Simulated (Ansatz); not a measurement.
`ClC[SiH2][SbH2]` + H₂Te → `ClC[SiH2][TeH]` + stibine  (cleavage of the Si–Sb bond)

Computed with Ansatz on PBE0-D4/def2-TZVP structures; ΔE is electronic, products minus reactants. CBS: MP2 limit from def2 TZ/QZ plus the TZ coupled-cluster correction, frozen cores. Elements past krypton have def2 core potentials. For Sb, Te outer-core shells are correlated without core-valence functions, which leaves a few kJ/mol of doubt a bond. Each species was taken in one conformer, which may not be the lowest.

```json
{"species": "`ClC[SiH2][SbH2]`", "CCSD(T)/CBS(def2) energy (Eh)": "-1030.52763"}
{"species": "H₂Te", "CCSD(T)/CBS(def2) energy (Eh)": "-268.91024"}
{"species": "`ClC[SiH2][TeH]`", "CCSD(T)/CBS(def2) energy (Eh)": "-1057.66196"}
{"species": "`[SbH3]`", "CCSD(T)/CBS(def2) energy (Eh)": "-241.78682"}
```

(1) Work out ΔE.

Largest T1 diagnostic among the species: 0.014.

Results:

(1) ΔE = (-1057.66196) + (-241.78682) − (-1030.52763) − (-268.91024) = -0.01091 Eh = -6.8 kcal/mol.

In def2-TZVPP, CCSD(T) changes the Hartree–Fock value by +1.8 kcal/mol (the triples alone add +0.1 kcal/mol) and MP2 by +1.2 kcal/mol.
